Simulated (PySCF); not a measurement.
Nuclear quadrupole coupling in `CC1=C(C)P1(=S)C(F)(F)F`

Compound: C5H6F3PS.
Numbering: `[CH3:1][C:2]1=[C:3]([CH3:4])[P:5]1(=[S:6])[C:7]([F:8])([F:9])[F:10]` (hydrogens: H11, H12, H13 on C1; H14, H15, H16 on C4)

Geometry (GFN2-xTB, Å), atoms numbered from 1 in this order:
```xyz
16
C5H6F3PS angstrom
C      2.098   -0.896    0.014
C      0.774   -0.320   -0.251
C      0.080    0.830   -0.238
C      0.193    2.268    0.040
P     -0.905   -0.540   -0.900
S     -1.617   -0.935   -2.654
C     -1.944   -1.170    0.570
F     -1.326   -0.963    1.738
F     -2.180   -2.477    0.468
F     -3.120   -0.544    0.625
H      2.040   -1.604    0.840
H      2.803   -0.106    0.267
H      2.455   -1.436   -0.863
H     -0.452    2.539    0.876
H      1.223    2.522    0.283
H     -0.129    2.842   -0.828
```

Field gradients from the PBE0/pcSseg-1 density (PySCF, non-relativistic), principal values in atomic units, ordered |Vxx| ≤ |Vyy| ≤ |Vzz|:

```tsv
atom	Vxx	Vyy	Vzz
S6	-1.1581	-1.2749	2.4329
```

Q: Find the asymmetry η = (Vxx − Vyy)/Vzz and the couplings χ = eQV/h (234.96 MHz × Q in barn × V in au), with Q(33S) = −0.0678 b.

A: 
```csv
atom,environment,nucleus,η,χzz (MHz),χxx (MHz),χyy (MHz)
S6,sulfur bonded to P,33S,0.05,-38.76,18.45,20.31
```

The tensor is traceless: Vxx + Vyy + Vzz = 0.

Q: What is Vzz at S6 in SI units (1 au = 9.71736 × 10²¹ V/m²)?

A: 2.4329 au = 23.642 × 10²¹ V/m².

Q: What couplings would deuterons (Q(2H) = 0.00286 b) have in place of the hydrogens, at this geometry?

A: 
```csv
atom,bonded to,bond length (Å),Vzz (au),η,χzz (kHz)
H11,C1,1.090,0.3076,0.03,207
H12,C1,1.089,0.3102,0.03,208
H13,C1,1.090,0.3076,0.03,207
H14,C4,1.090,0.3076,0.03,207
H15,C4,1.089,0.3100,0.03,208
H16,C4,1.090,0.3073,0.03,206
```

Geometry: GFN2-xTB; no solvent, vibrations or thermal averaging. GFN2-xTB bond lengths can be off by several hundredths of an ångström, more for odd bonds, and the gradients follow them. A larger basis could move these couplings by a tenth or more.

The run behind these numbers computed NMR shieldings as well. The run took about 1.9 min of CPU time (one thread, shared machine).
